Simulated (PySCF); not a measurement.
PySCF job for C₃H₆OSi, SMILES C1=C[SiH2]CO1, PBE0-D3(BJ)/def2-SVP. Geometry: PBE0-D3(BJ)/def2-SVP. The structure was generated by enumeration, and PubChem lists no compound with its InChIKey, so it may never have been made. Other conformers were not sampled.

```python
import numpy as np
from pyscf import gto, scf, dft, df
from pyscf.hessian import thermo

mol = gto.M(
    atom='''
    C    -0.72778114    1.24393618    0.00000000
    C    -1.34879716    0.04726933    0.00000000
    Si   -0.03830905   -1.25366226    0.00000000
    C     1.30638232    0.11836098    0.00000000
    O     0.60584531    1.37123969   -0.00000000
    H    -1.22286213    2.22127614   -0.00000000
    H    -2.43688032   -0.01082933    0.00000000
    H     0.02789374   -2.13968216    1.20442316
    H     0.02789374   -2.13968215   -1.20442317
    H     1.95734755    0.09643630    0.88817242
    H     1.95734755    0.09643630   -0.88817242
    ''',
    basis='def2-SVP',
    charge=0,
    spin=0,
    max_memory=1600,
    verbose=3,
)
mf = dft.RKS(mol, xc='pbe0').density_fit(auxbasis='def2-universal-jkfit')
mf.disp = 'd3bj'
mf.grids.level = 3
mf.conv_tol = 1e-11
mf.max_cycle = 100
mf.kernel()

# [left out here: the lines that compute and print the analytic Hessian (its translational invariance restored by hand, since the grid's response is missing), thermochemistry and intensities]
```

Log of the run:

```
[...]
       8   H                 0.41  0.08  0.00   -0.19  0.07 -0.05   -0.41  0.04 -0.01
       9   H                -0.12 -0.12 -0.00    0.00 -0.01  0.01   -0.10 -0.11 -0.00
      10   H                -0.12 -0.12  0.00   -0.00  0.01  0.01   -0.10 -0.11  0.00
Mode                                 9                  10                  11
Irrep
Freq [cm^-1]                      818.4355            882.0947            954.2878
Reduced mass [au]                   1.4372              2.5349              4.0645
Force const [Dyne/A]                0.5672              1.1621              2.1808
Char temp [K]                    1177.5465           1269.1379           1373.0077
Normal mode                   x     y     z       x     y     z       x     y     z
       0   C                -0.00  0.00 -0.02    0.03 -0.09 -0.00    0.08 -0.03 -0.00
       1   C                 0.00 -0.00 -0.00   -0.14 -0.01 -0.00    0.06  0.01  0.00
       2  Si                 0.00  0.00  0.05    0.06 -0.01  0.00   -0.01  0.00  0.00
       3   C                 0.00 -0.00 -0.14   -0.07  0.04 -0.00   -0.09  0.14 -0.00
       4   O                -0.00  0.00  0.03    0.07  0.05  0.00   -0.03 -0.14  0.00
       5   H                -0.00  0.00  0.05    0.04 -0.08  0.00    0.18  0.01  0.00
       6   H                 0.00 -0.00  0.01   -0.16  0.33  0.00    0.05  0.25 -0.00
       7   H                -0.25 -0.21 -0.10   -0.29 -0.03  0.00   -0.02  0.01  0.01
       8   H                 0.25  0.21 -0.10   -0.29 -0.03 -0.00   -0.02  0.01 -0.01
       9   H                -0.39 -0.21  0.15   -0.07 -0.11 -0.00   -0.06  0.20 -0.01
      10   H                 0.39  0.21  0.15   -0.07 -0.11  0.00   -0.06  0.20  0.01
Mode                                12                  13                  14
Irrep
Freq [cm^-1]                      983.4606            984.6583           1057.7883
Reduced mass [au]                   1.3564              1.0528              1.5750
Force const [Dyne/A]                0.7729              0.6014              1.0383
Char temp [K]                    1414.9809           1416.7041           1521.9219
Normal mode                   x     y     z       x     y     z       x     y     z
       0   C                 0.00 -0.00  0.14    0.00  0.00  0.00   -0.02  0.03  0.00
       1   C                 0.00  0.00 -0.07   -0.00 -0.00 -0.00   -0.07 -0.01 -0.00
       2  Si                 0.00 -0.00 -0.00   -0.00  0.04 -0.00   -0.01 -0.01 -0.00
       3   C                 0.00 -0.00 -0.01   -0.01  0.01 -0.00   -0.04  0.10 -0.00
       4   O                -0.00 -0.00 -0.02    0.01 -0.00 -0.00    0.10 -0.03  0.00
       5   H                -0.00 -0.00 -0.79    0.02  0.01 -0.00    0.25  0.17 -0.00
       6   H                 0.00  0.00  0.29    0.00 -0.06  0.00   -0.04 -0.71  0.00
       7   H                -0.04 -0.00  0.00    0.03 -0.55 -0.41    0.03  0.04  0.04
       8   H                 0.04  0.00  0.00    0.03 -0.55  0.41    0.03  0.04 -0.04
       9   H                -0.01 -0.06  0.00   -0.01 -0.01  0.00   -0.03 -0.05 -0.01
      10   H                 0.01  0.06  0.00   -0.01 -0.01 -0.00   -0.03 -0.05  0.01
Mode                                15                  16                  17
Irrep
Freq [cm^-1]                     1208.6303           1221.3011           1305.8927
Reduced mass [au]                   1.7513              1.1045              1.4729
Force const [Dyne/A]                1.5073              0.9707              1.4800
Char temp [K]                    1738.9498           1757.1804           1878.8889
Normal mode                   x     y     z       x     y     z       x     y     z
       0   C                -0.11  0.03 -0.00   -0.00  0.00  0.01   -0.06  0.03 -0.00
       1   C                 0.05 -0.02 -0.00    0.00 -0.00  0.00   -0.01  0.02  0.00
       2  Si                -0.01 -0.00 -0.00   -0.00 -0.00 -0.01   -0.00  0.00  0.00
       3   C                 0.05  0.12  0.00   -0.00  0.00 -0.07   -0.06 -0.02  0.00
       4   O                 0.05 -0.05 -0.00    0.00 -0.00  0.05    0.11 -0.04 -0.00
       5   H                -0.25 -0.04  0.00   -0.00 -0.00 -0.08   -0.59 -0.25  0.00
       6   H                 0.04  0.26 -0.00    0.00  0.00  0.01   -0.01  0.01 -0.00
       7   H                 0.05  0.00  0.00    0.02  0.02  0.01    0.01 -0.00 -0.01
       8   H                 0.05  0.00 -0.00   -0.02 -0.02  0.01    0.01 -0.00  0.01
       9   H                -0.05 -0.44  0.06   -0.19  0.64  0.08    0.12  0.30 -0.12
      10   H                -0.05 -0.44 -0.06    0.19 -0.64  0.08    0.12  0.30  0.12
Mode                                18                  19                  20
Irrep
Freq [cm^-1]                     1350.6850           1449.4598           1651.8538
Reduced mass [au]                   1.8351              1.1275              5.9314
Force const [Dyne/A]                1.9726              1.3957              9.5357
Char temp [K]                    1943.3350           2085.4499           2376.6499
Normal mode                   x     y     z       x     y     z       x     y     z
       0   C                -0.11  0.05 -0.00   -0.02  0.03  0.00    0.14  0.17 -0.00
       1   C                 0.02 -0.14 -0.00   -0.01 -0.04  0.00   -0.07 -0.15 -0.00
       2  Si                -0.01  0.01  0.00    0.00  0.00 -0.00    0.00  0.00  0.00
       3   C                -0.03 -0.03  0.00    0.06 -0.03 -0.00    0.00  0.01  0.00
       4   O                 0.06  0.01 -0.00    0.04 -0.01  0.00   -0.04 -0.02 -0.00
       5   H                 0.42  0.33  0.00   -0.03  0.03 -0.00   -0.25  0.00  0.00
       6   H                -0.01  0.34 -0.00   -0.02  0.06  0.00   -0.10  0.02 -0.00
       7   H                 0.01  0.01 -0.01   -0.00  0.00  0.00   -0.04  0.00  0.01
       8   H                 0.01  0.01  0.01   -0.00  0.00 -0.00   -0.04  0.00 -0.01
       9   H                 0.13  0.14 -0.11   -0.49  0.21  0.39    0.04 -0.07 -0.03
      10   H                 0.13  0.14  0.11   -0.49  0.21 -0.39    0.04 -0.07  0.03
Mode                                21                  22                  23
Irrep
Freq [cm^-1]                     2210.2372           2219.2279           3083.7284
Reduced mass [au]                   1.0514              1.0307              1.0595
Force const [Dyne/A]                3.0263              2.9909              5.9364
Char temp [K]                    3180.0393           3192.9748           4436.7985
Normal mode                   x     y     z       x     y     z       x     y     z
       0   C                -0.00 -0.00  0.00   -0.00 -0.00 -0.00   -0.00 -0.00 -0.00
       1   C                 0.00  0.00 -0.00    0.00  0.00 -0.00    0.00  0.00 -0.00
       2  Si                -0.00  0.00  0.04   -0.00  0.03 -0.00   -0.00 -0.00  0.00
       3   C                -0.00 -0.00  0.00   -0.00 -0.00  0.00    0.07  0.00  0.00
       4   O                 0.00  0.00  0.00    0.00  0.00 -0.00    0.00 -0.00 -0.00
       5   H                 0.00 -0.00 -0.00    0.00 -0.00  0.00   -0.01  0.02 -0.00
       6   H                 0.00  0.00  0.00    0.00  0.01 -0.00    0.00  0.00 -0.00
       7   H                -0.03  0.41 -0.55    0.03 -0.40  0.57    0.00  0.00 -0.00
       8   H                 0.03 -0.41 -0.55    0.03 -0.40 -0.57    0.00  0.00  0.00
       9   H                 0.00  0.00  0.00    0.00  0.00 -0.00   -0.39  0.01 -0.56
      10   H                -0.00 -0.00  0.00    0.00  0.00  0.00   -0.39  0.01  0.56
Mode                                24                  25                  26
Irrep
Freq [cm^-1]                     3143.0573           3203.2899           3263.4436
Reduced mass [au]                   1.1076              1.0929              1.0971
Force const [Dyne/A]                6.4468              6.6073              6.8842
Char temp [K]                    4522.1597           4608.8209           4695.3688
Normal mode                   x     y     z       x     y     z       x     y     z
       0   C                -0.00 -0.00 -0.00    0.03 -0.08  0.00   -0.00  0.02 -0.00
       1   C                -0.00  0.00  0.00   -0.01  0.00  0.00   -0.08 -0.01 -0.00
       2  Si                 0.00 -0.00 -0.00    0.00  0.00 -0.00    0.00 -0.00  0.00
       3   C                 0.00  0.00 -0.09   -0.00  0.00  0.00    0.00 -0.00  0.00
       4   O                 0.00 -0.00  0.00    0.00 -0.00  0.00    0.00  0.00  0.00
       5   H                -0.00  0.00 -0.00   -0.43  0.84  0.00    0.07 -0.13 -0.00
       6   H                 0.00  0.00 -0.00    0.16  0.01  0.00    0.94  0.05  0.00
       7   H                 0.00 -0.00  0.00   -0.00 -0.00  0.00   -0.00  0.00 -0.00
       8   H                -0.00  0.00  0.00   -0.00 -0.00 -0.00   -0.00  0.00  0.00
       9   H                 0.40 -0.00  0.54    0.01 -0.00  0.01   -0.00 -0.00 -0.00
      10   H                -0.40  0.00  0.54    0.01 -0.00 -0.01   -0.00 -0.00  0.00
temperature 298.1500 [K]
pressure 101325.00 [Pa]
Rotational constants [GHz] 6.81088 4.51797 2.85473
Symmetry number 1
Zero-point energy (ZPE) 0.08212 [Eh]   215617.088 [J/mol]
                           tot       elec      trans        rot        vib
Entropy [J/mol/K]       304.294      0.000    164.323    107.556     32.415
Cv [J/mol/K]             81.391      0.000     12.472     12.472     56.447
Cp [J/mol/K]             89.705      0.000     20.786     12.472     56.447
Internal energy [J/mol]                      3718.434   3718.434 221805.986
Internal energy [Eh]   -481.95468  -482.04200
Enthalpy [J/mol]                             6197.391   3718.434 221805.986
Enthalpy [Eh]          -481.95374
Gibbs free energy [J/mol]                  -42795.501 -28349.458 212141.487
Gibbs free energy [Eh] -481.98829
static polarisability / bohr^3: [[57.663  0.468  0.   ]
 [ 0.464 67.2    0.   ]
 [-0.    -0.    43.029]]
largest difference of analytic and finite-field dipole derivatives / e: 0.0009971194555462581
mode   freq/cm-1   IR/(km/mol)   Raman/(A^4/amu)   depolarisation
   1      123.95         1.715             0.001            0.750
   2      391.45        12.701             5.504            0.750
   3      489.12        11.500             6.883            0.388
   4      501.77        15.322             4.106            0.750
   5      649.63         2.693             7.496            0.668
   6      651.83        19.937            10.761            0.750
   7      732.18        38.479            10.746            0.339
   8      755.21        53.651             0.143            0.750
   9      761.69         9.448            13.323            0.230
  10      818.44        26.067             4.198            0.750
  11      882.09        37.440             0.657            0.657
  12      954.29        41.155             6.290            0.304
  13      983.46         0.912             1.341            0.750
  14      984.66       129.335            17.855            0.701
  15     1057.79        43.291            10.310            0.451
  16     1208.63        72.611             0.976            0.746
  17     1221.30         4.389             4.973            0.750
  18     1305.89        46.297             4.136            0.719
  19     1350.69        12.065             2.486            0.449
  20     1449.46         8.069            11.052            0.739
  21     1651.85       202.507            17.762            0.060
  22     2210.24       139.110            99.334            0.750
  23     2219.23       127.589           220.266            0.097
  24     3083.73        14.419           134.216            0.123
  25     3143.06         5.976            97.025            0.750
  26     3203.29         8.672           153.065            0.365
  27     3263.44         1.573           128.191            0.250
max |gradient| / (hartree/bohr): 4.216358318953408e-05
APT charges: [ 0.5736 -0.5957  1.0542  0.0711 -0.7164  0.052   0.0758 -0.2658 -0.2658
  0.0085  0.0085]
```

The run converged.
